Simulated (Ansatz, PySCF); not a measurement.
Complex: SiH4 (SMILES [SiH4]) (first 5 atoms) with CH3F (SMILES CF); geometry from B3LYP-D3(BJ)/def2-TZVP.
(charge 0, multiplicity 1):
```xyz
10

Si     0.1615     0.1312     0.0392
H     -1.1606     0.4778     0.6067
H      1.1514     1.1778     0.3670
H      0.0327     0.0251    -1.4342
H      0.6023    -1.1777     0.5712
C     -0.4928    -0.7292     3.6797
F      0.3465     0.2637     3.1817
H     -0.1036    -1.7005     3.3740
H     -0.5123    -0.6533     4.7672
H     -1.4921    -0.5782     3.2710
```

Basis-set superposition error: the interaction energy with monomers in their own basis, and in the dimer's basis (counterpoise).

Codes used: Ansatz (Gaussian basis) for Hartree–Fock, density functionals and correlated methods; PySCF for 6-31G* rows, M06-2X. Each number belongs to the level named beside it.

```tsv
level	uncorrected (meV)	counterpoise (meV)	difference
revPBE/def2-TZVPPD	32.6	34.7	2.1
B97M-V/def2-TZVPPD	-73.4	-71.0	2.5
B3LYP/6-31G*	-95.3	11.8	107.0
B3LYP/def2-TZVPPD	-0.2	2.3	2.4
M06-2X/def2-TZVPPD	-79.8	-77.1	2.7
CAM-B3LYP/def2-TZVPPD	-32.6	-30.0	2.6
wB97M-V/def2-TZVPPD	-74.1	-71.7	2.4
MP2/6-31G*	-115.4	-6.1	109.3
SCS-MP2/aug-cc-pV(D+d)Z	-75.9	-36.9	39.0
CCSD/aug-cc-pV(D+d)Z	-82.0	-45.5	36.6
```

The error is largest for MP2/6-31G* (109.3 meV) and smallest for revPBE/def2-TZVPPD (2.1 meV).

Ansatz is a first-principles code.
